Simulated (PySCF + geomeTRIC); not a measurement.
The multiplicity is imposed and other spin states were not computed.

Method: BP86-D3(BJ)/def2-SVP run with PySCF + geomeTRIC. fastk is a local helper that only speeds up exchange builds. No frequencies were computed at this level.

```python
import json, numpy as np
from pyscf import gto, dft
from fastk import lowrank_exchange
atoms = """
Cd    -0.055793     0.050016    -0.046129
F      1.292067    -1.158269     1.068249
"""
def scf(charge, spin, dm0=None):
    mol = gto.M(atom=atoms, basis='def2-svp', ecp={'Cd': 'def2-svp'}, charge=charge, spin=spin, verbose=3, max_memory=5040)
    mf = dft.KS(mol, xc='bp86').density_fit(auxbasis="def2-universal-jkfit")
    mf.disp = 'd3bj'
    mf.grids.level = 3
    mf.conv_tol = 1e-8
    mf.max_cycle = 120
    mf.level_shift = 0.25
    mf.kernel(dm0)
    if not mf.converged:
        mf = mf.newton().run(mf.mo_coeff, mf.mo_occ).undo_soscf()
    return mf
mf = scf(0, 1)
lowrank_exchange(mf)  # same exchange matrices as the stock routine, built faster for response steps
mo, _, stable, _ = mf.stability(return_status=True)
if not stable:
    mf.kernel(mf.make_rdm1(mo, mf.mo_occ))
del mf.get_jk
from pyscf.geomopt.geometric_solver import kernel as optimize
path = []
done, mol = optimize(mf, maxsteps=120, assert_convergence=False, callback=lambda env: path.append((env["energy"], bool(env["g_scanner"].converged))))
res = dict(converged=bool(done and path[-1][1]), energy=path[-1][0], path=[e for e, c in path], xyz=mol.atom_coords(unit="Angstrom").tolist(), nao=mol.nao)
json.dump(res, open("result.json", "w"))
```

Output:

```
converged SCF energy = -267.577436148767  <S^2> = 0.75201374  2S+1 = 2.0020127
<class 'pyscf.df.df_jk.DFUKS'> wavefunction is stable in the internal stability analysis
Geometry optimization cycle 1
converged SCF energy = -267.577436226205  <S^2> = 0.75201391  2S+1 = 2.0020129
cycle 1: E = -267.577436226  dE = -267.577  norm(grad) = 0.0352658
Geometry optimization cycle 2
converged SCF energy = -267.580539352767  <S^2> = 0.75165441  2S+1 = 2.0016537
cycle 2: E = -267.580539353  dE = -0.00310313  norm(grad) = 0.000240017
Geometry optimization cycle 3
converged SCF energy = -267.580539863704  <S^2> = 0.7516559  2S+1 = 2.0016552
cycle 3: E = -267.580539864  dE = -5.10937e-07  norm(grad) = 0.000147142
<class 'geometric.internal.Distance'> : 1
<class 'geometric.internal.TranslationX'> : 1
<class 'geometric.internal.TranslationY'> : 1
<class 'geometric.internal.TranslationZ'> : 1
<class 'geometric.internal.RotationA'> : 1
<class 'geometric.internal.RotationB'> : 1
<class 'geometric.internal.RotationC'> : 1
Step    0 : Gradient = 2.494e-02/2.497e-02 (rms/max) Energy = -267.5774362262
Step    1 : Displace = 5.909e-02/5.909e-02 (rms/max) Trust = 1.000e-01 (=) Grad = 1.697e-04/2.205e-04 (rms/max) E (change) = -267.5805393528 (-3.103e-03) Quality = 1.114
Step    2 : Displace = 3.423e-04/3.423e-04 (rms/max) Trust = 1.414e-01 (+) Grad = 1.040e-04/1.136e-04 (rms/max) E (change) = -267.5805398637 (-5.109e-07) Quality = 1.375
Converged! =D
```

Cost: about 50 core-seconds (a rough figure).
